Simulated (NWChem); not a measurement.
Species: SiH₂IF; SMILES F[SiH2]I

Program: NWChem. Structure relaxed at the PBE0/def2-SVP level. def2 effective core potentials on I; no spin-orbit coupling.

For level PBE/def2-TZVP:

```
Property                     Result
---------------------------  ------
highest occupied level (eV)   -6.82
dipole (D)                     1.17
```

### Question
Estimate the same quantities for level N12/def2-TZVP.

### Answer
The highest occupied level (eV) comes out as -6.58 and the dipole (D) is 1.28.
